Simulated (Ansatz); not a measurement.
Job for Ansatz (an electronic-structure program): R-MP2/def2-TZVPPD on H2Sn (SMILES [SnH2]), atoms moved off the minimum. Elements past Kr take the def2 small-core potentials; no spin–orbit coupling. Files ending in .json are basis or fitting sets from the Basis Set Exchange. The run froze 9 orbitals, filled d shells among them.

Ansatz 0.2 input:
```yaml
crystal:
  periodic: [false, false, false]
  atoms:
    - {symbol: Sn, position_ang: [0.07722636, 0.02191548, 0.05856529]}
    - {symbol: H, position_ang: [-0.24956966, -1.23695350, -1.15054779]}
    - {symbol: H, position_ang: [-0.11658499, 1.26429768, -1.22465128]}
basis:
  gaussian:
    orbitals: def2-TZVPPD.json
magnetization: {spin_polarized: false}
correlation: {method: mp2, electrons: outside_noble_gas}
scf: {lower_state_search: off}
output: {forces: true}
```

The log:

```
WARN ansatz: RAYON_NUM_THREADS=2 ignored (pool sized by the plan → 2); use --threads N
Functional definition: HF
these checks for a lower state are left out or cut short: starts, cluster_reference, orbital_swaps, neighbouring_geometries, increment
integrals: 0.04 GiB planned
685 factors; integrals over basis functions are off by at most 6.6e-4 eV
mean field: 0.14 GiB planned
mean field evaluation 1: about -5835.8129 eV, gradient 8.0e0 eV
mean field evaluation 2: about -5835.8137 eV, gradient 8.0e0 eV
mean field evaluation 4: about -5836.1670 eV, gradient 1.1e0 eV
mean field evaluation 8: about -5836.1727 eV, gradient 7.4e-4 eV
mean field -5836.17273041 eV, -214.4753919427 hartree, gradient 2.8e-6 eV, S^2 0.000000; 0 other end points of the search recorded, 0 dependent functions left out; unrestricted orbitals would lower it
9 core orbitals not correlated
reference -5836.17273041 eV, -214.4753919427 hartree; 3, 3 occupied and 78, 78 virtual orbitals, 685 factors
densities: 0.13 GiB planned
second order -2.57637786 eV of doubles, -0.00000000 eV of singles
the calculation of the forces begins
Total energy: -5838.74910827 eV, -214.5700720828 hartree
Atom 0 at     0.077226     0.021915     0.058565 Å, force    -0.067165     0.155964    -0.366541 eV/Å
Atom 1 at    -0.249570    -1.236954    -1.150548 Å, force     0.020504    -0.014518     0.102478 eV/Å
Atom 2 at    -0.116585     1.264298    -1.224651 Å, force     0.046661    -0.141446     0.264063 eV/Å
Dipole moment:     0.032978    -0.008473     0.160587 e Å
Checks for a lower state left out: starts, cluster_reference, orbital_swaps, neighbouring_geometries, increment
```

The calculation finished and met its thresholds.

Cost: roughly 1.4 core-seconds.
